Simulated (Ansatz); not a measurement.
`O[SiH](F)O[SiH2]Cl` + H₂ → `F[SiH2]O[SiH2]Cl` + H₂O  (hydrogenolysis of the Si–O bond)

Isolated molecules relaxed with PBE0-D4/def2-TZVP in Ansatz; ΔE leaves out vibrations. CCSD(T)/CBS is the MP2 limit (def2-TZVPP, def2-QZVPP) plus CCSD(T) − MP2 in def2-TZVPP, frozen cores. This one scheme is used for every species. Each species was taken in one conformer, which may not be the lowest.

```tsv
level	ΔE (eV)
CCSD(T)/def2-TZVPP	1.08
CCSD/CBS(def2)	1.05
```

(1) What does CCSD(T)/CBS give? (An estimate is asked.)

Largest T1 diagnostic among the species: 0.011.

Answers

(1) Ansatz gave: +1.08 eV. The listed levels differ from it by 0.00, -0.03 eV.

Leaving LDA and LC-ωPBE aside and taking each functional with its dispersion term where it has one, the values, not all of them listed here, spread over 0.12 eV, from HSE06-D4 to r2SCAN-D4. LDA lies +0.13 eV from PBE without D4. The D4 term adds +0.08 eV with B3LYP and +0.05 eV with PBE0; it sums over pairs of atoms, weighted by their polarisabilities, and B3LYP, whose exchange is more repulsive, gets the larger term.

B3LYP here is the variant with VWN-RPA as its local correlation; programs differ in this.
